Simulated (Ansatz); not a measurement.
`S[Si](Cl)(Cl)Cl` + HCl → `Cl[Si](Cl)(Cl)Cl` + H₂S at 500 K and 1 bar (ligand exchange at the Si–S bond).

Computed with Ansatz on PBE0-D4/def2-TZVP structures; ΔE is electronic, products minus reactants. CCSD(T)/CBS is the MP2 limit (def2-TZVPP, def2-QZVPP) plus CCSD(T) − MP2 in def2-TZVPP, frozen cores. This one scheme is used for every species. Each species was taken in one conformer, which may not be the lowest.

```json
{"species": "`S[Si](Cl)(Cl)Cl`", "CCSD(T)/CBS energy (Eh)": "-2066.97878", "H − E (kJ/mol)": "84.1", "S (J/(mol·K))": "421.9"}
{"species": "HCl", "CCSD(T)/CBS energy (Eh)": "-460.38127", "H − E (kJ/mol)": "32.5", "S (J/(mol·K))": "201.9"}
{"species": "`Cl[Si](Cl)(Cl)Cl`", "CCSD(T)/CBS energy (Eh)": "-2128.39959", "H − E (kJ/mol)": "58.2", "S (J/(mol·K))": "381.3"}
{"species": "H₂S", "CCSD(T)/CBS energy (Eh)": "-398.97279", "H − E (kJ/mol)": "57.0", "S (J/(mol·K))": "224.0"}
```

H − E and S are ideal-gas, rigid-rotor, harmonic terms from PBE0-D4/def2-TZVP, for one conformer and one mirror image of each species. 1 Eh = 2625.50 kJ/mol, R = 8.31446 J/(mol·K).

Problem. By hand: ΔE, ΔH, ΔS and ΔG.

Solution. ΔE = (-2128.39959) + (-398.97279) − (-2066.97878) − (-460.38127) = -0.01233 Eh = -32.4 kJ/mol. Δ(H − E) = 58.2 + 57.0 − 84.1 − 32.5 = -1.4, so ΔH = -33.8 kJ/mol. ΔS = 381.3 + 224.0 − 421.9 − 201.9 = -18.5 J/(mol·K). ΔG = -33.8 − 500 × (-18.5)/1000 = -24.5 kJ/mol.

Problem. By hand: the equilibrium constant, and the temperature at which ΔG would vanish if ΔH and ΔS stayed fixed.

Solution. log₁₀ K = −ΔG/(RT ln 10) = 2.6. ΔG = 0 at ΔH/ΔS = 1827 K, though so small a ΔS makes that figure unsure.

ΔH outweighs TΔS. A doubt of 5 kJ/mol in ΔE shifts log₁₀ K by 0.5 here. Other conformers and mirror images would add mixing entropy, several J/(mol·K) or more a flexible species. These are equilibria of isolated gas molecules and say nothing of rates. Largest T1 diagnostic: 0.010 (customary marks: 0.02 for closed shells, 0.045 for open ones).
